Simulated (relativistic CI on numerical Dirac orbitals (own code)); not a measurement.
Co3+ in a cubic cluster: 2p photoemission with charge transfer

Computed with a charge-transfer multiplet model of a cubic metal-ligand cluster with up to 2 ligand holes, Slater and spin-orbit integrals from Dirac-Coulomb-Breit ions, Slater integrals scaled by 0.7. The ground state mixes d6 with configurations of k ligand holes L, whose averages lie at kΔ + k(k − 1)U_dd/2; a core hole lowers each added d electron by U_cd. 20 K, Lorentzian 0.6 eV and Gaussian 0.8 eV FWHM.

Atomic integrals in eV (Slater integrals scaled, ζ unscaled), ground: F2dd 8.824, F4dd 5.512, zeta_d 0.071; with the core hole: F2dd 10.024, F4dd 6.297, zeta_d 0.102, zeta_core 9.658, F2cd 6.005, G1cd 4.623, G3cd 2.630.

Cluster parameters (eV): Δ = 0.2, U_cd = 9, 10Dq = 0.25, 10Dq(ligand) = 1.5, V(eg) = 1.9, V(t2g) = -0.97, final-state hopping factor = 0.9.

```csv
Case,n_d,d6,d7L,d8L2,S
U_dd = 5.1 eV,6.58,0.47,0.47,0.05,2.00
U_dd = 7.2 eV,6.54,0.50,0.47,0.04,2.00
U_dd = 9.3 eV,6.51,0.51,0.46,0.03,2.00
```

Weights, n_d and S are thermal averages at 20 K. Binding energies count from the first peak over 30 % of the highest in each spectrum, which can be another peak from case to case. The parameters are a model scan and need not match a compound or its usual spin state. Peaks in eV (height, largest 100):
- U_dd = 5.1 eV: 0.0 (87), 1.4 (85), 4.7 (53), 7.3 (66), 9.6 (47), 11.0 (29), 13.4 (44), 15.0 (50), 16.6 (100), 22.3 (42), 24.4 (31), 30.4 (29), 33.6 (5)
- U_dd = 7.2 eV: 0.0 (100), 1.3 (85), 4.7 (48), 6.4 (47), 12.1 (42), 13.6 (40), 16.7 (91), 21.6 (30), 23.4 (23), 29.1 (26), 32.4 (5)
- U_dd = 9.3 eV: 0.0 (100), 1.4 (84), 5.4 (35), 7.9 (29), 11.5 (37), 12.8 (35), 14.6 (21), 16.7 (88), 22.1 (18), 28.3 (22)

Curve for U_dd = 9.3 eV (points under 2 left out, the grid thinned):

```json
{"E (eV)": "-3.6", "Intensity": "2.1"}
{"E (eV)": "-2.8", "Intensity": "3.1"}
{"E (eV)": "-2.0", "Intensity": "5.6"}
{"E (eV)": "-1.1", "Intensity": "18.9"}
{"E (eV)": "-0.3", "Intensity": "84.5"}
{"E (eV)": "0.5", "Intensity": "80.6"}
{"E (eV)": "1.3", "Intensity": "83.5"}
{"E (eV)": "2.2", "Intensity": "68.9"}
{"E (eV)": "3.0", "Intensity": "44.5"}
{"E (eV)": "3.8", "Intensity": "34.9"}
{"E (eV)": "4.6", "Intensity": "31.2"}
{"E (eV)": "5.4", "Intensity": "35.4"}
{"E (eV)": "6.3", "Intensity": "30.8"}
{"E (eV)": "7.1", "Intensity": "28.2"}
{"E (eV)": "7.9", "Intensity": "28.6"}
{"E (eV)": "8.7", "Intensity": "25.9"}
{"E (eV)": "9.6", "Intensity": "23.3"}
{"E (eV)": "10.4", "Intensity": "21.0"}
{"E (eV)": "11.2", "Intensity": "33.8"}
{"E (eV)": "12.0", "Intensity": "33.2"}
{"E (eV)": "12.9", "Intensity": "34.1"}
{"E (eV)": "13.7", "Intensity": "19.2"}
{"E (eV)": "14.5", "Intensity": "20.7"}
{"E (eV)": "15.3", "Intensity": "24.6"}
{"E (eV)": "16.1", "Intensity": "68.9"}
{"E (eV)": "17.0", "Intensity": "84.4"}
{"E (eV)": "17.8", "Intensity": "39.7"}
{"E (eV)": "18.6", "Intensity": "18.7"}
{"E (eV)": "19.4", "Intensity": "12.7"}
{"E (eV)": "20.3", "Intensity": "9.1"}
{"E (eV)": "21.1", "Intensity": "12.3"}
{"E (eV)": "21.9", "Intensity": "17.9"}
{"E (eV)": "22.7", "Intensity": "16.9"}
{"E (eV)": "23.6", "Intensity": "14.8"}
{"E (eV)": "24.4", "Intensity": "12.1"}
{"E (eV)": "25.2", "Intensity": "8.9"}
{"E (eV)": "26.0", "Intensity": "7.4"}
{"E (eV)": "26.8", "Intensity": "7.8"}
{"E (eV)": "27.7", "Intensity": "18.7"}
{"E (eV)": "28.5", "Intensity": "22.1"}
{"E (eV)": "29.3", "Intensity": "15.6"}
{"E (eV)": "30.1", "Intensity": "8.3"}
{"E (eV)": "31.0", "Intensity": "3.9"}
{"E (eV)": "31.8", "Intensity": "4.2"}
{"E (eV)": "32.6", "Intensity": "2.1"}
```

For the case U_dd = 7.2 eV, Δ = 0.2 eV is smaller than U_dd = 7.2 eV, the charge-transfer side of the Zaanen-Sawatzky-Allen scheme. With the core hole the average of the configuration with one ligand hole lies at Δ − U_cd = -8.8 eV before mixing: it lies below the unscreened one, so the lowest final states are mostly screened and the unscreened weight appears at higher binding energy as a satellite.

With at most 2 ligand holes the space is cut while the next configuration still counts, so covalency is underestimated, and a final configuration with one more ligand hole, which can lie low, is missing from the spectra.
